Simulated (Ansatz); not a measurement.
C4H12Sn (SMILES [CH3][Sn]([CH3])([CH3])[CH3]) moved off its minimum; all values from Ansatz (an electronic-structure program), cores frozen in correlated methods. Elements past Kr take the def2 small-core potentials, without spin–orbit coupling.
(charge 0, multiplicity 1)
```xyz
17

C     -0.35381    -1.49891    -1.61548
Sn     0.09045     0.05911     0.07153
C     -0.00201     1.97261    -1.07530
C     -1.53756    -0.19403     1.50629
C      1.92947    -0.17394     1.02606
H     -1.31288    -1.58083    -1.96911
H     -0.26339    -2.40149    -1.14195
H      0.33168    -1.70385    -2.19848
H      0.24479     2.74013    -0.16169
H     -0.76380     1.87585    -1.25723
H      0.78878     2.03817    -1.53006
H     -2.54120    -0.04269     0.97022
H     -1.57657    -1.14685     1.95167
H     -1.40557     0.57119     2.30991
H      2.09616    -1.25799     1.47983
H      2.80598    -0.25029     0.31383
H      2.05596     0.42009     1.71270
```

Forces at HF/def2-TZVPP (eV/Å):

```csv
atom,Fx,Fy,Fz
C1,-3.668,2.831,7.383
Sn2,-1.428,-0.953,-2.339
C3,18.647,2.716,16.684
C4,-1.178,2.182,-0.865
C5,1.543,-9.959,-6.632
H6,-2.074,0.792,-1.290
H7,-0.206,-2.443,2.415
H8,6.554,-0.336,-6.865
H9,-1.500,-1.514,-2.340
H10,-24.803,-1.656,-7.558
H11,7.281,0.389,-6.282
H12,1.668,-0.015,0.996
H13,0.225,-1.066,0.404
H14,-0.419,-0.727,-0.778
H15,-1.063,2.263,-0.637
H16,-1.184,1.036,0.722
H17,1.604,6.461,6.982
```

**Question.** Give the forces (eV/Å), the total energy and the dipole at CCSD(T)/def2-SVPD.

**Answer.** 
```json
[
 {"atom": "C1", "Fx": "-4.014", "Fy": "3.967", "Fz": "7.591"},
 {"atom": "Sn2", "Fx": "-1.374", "Fy": "-0.910", "Fz": "-2.242"},
 {"atom": "C3", "Fx": "19.029", "Fy": "2.992", "Fz": "16.686"},
 {"atom": "C4", "Fx": "-0.935", "Fy": "2.295", "Fz": "-1.138"},
 {"atom": "C5", "Fx": "1.027", "Fy": "-10.026", "Fz": "-7.158"},
 {"atom": "H6", "Fx": "-2.791", "Fy": "0.616", "Fz": "-1.483"},
 {"atom": "H7", "Fx": "-0.092", "Fy": "-3.145", "Fz": "2.662"},
 {"atom": "H8", "Fx": "7.395", "Fy": "-0.769", "Fz": "-7.425"},
 {"atom": "H9", "Fx": "-1.304", "Fy": "-1.274", "Fz": "-1.989"},
 {"atom": "H10", "Fx": "-26.432", "Fy": "-2.047", "Fz": "-7.752"},
 {"atom": "H11", "Fx": "8.358", "Fy": "0.495", "Fz": "-6.644"},
 {"atom": "H12", "Fx": "1.113", "Fy": "0.045", "Fz": "0.688"},
 {"atom": "H13", "Fx": "0.164", "Fy": "-1.774", "Fz": "0.742"},
 {"atom": "H14", "Fx": "-0.319", "Fy": "-0.272", "Fz": "-0.300"},
 {"atom": "H15", "Fx": "-0.886", "Fy": "1.757", "Fz": "-0.474"},
 {"atom": "H16", "Fx": "-0.693", "Fy": "0.868", "Fz": "0.358"},
 {"atom": "H17", "Fx": "1.752", "Fy": "7.182", "Fz": "7.876"}
]
```
Energy -372.2275 hartree, dipole 1.02 D.
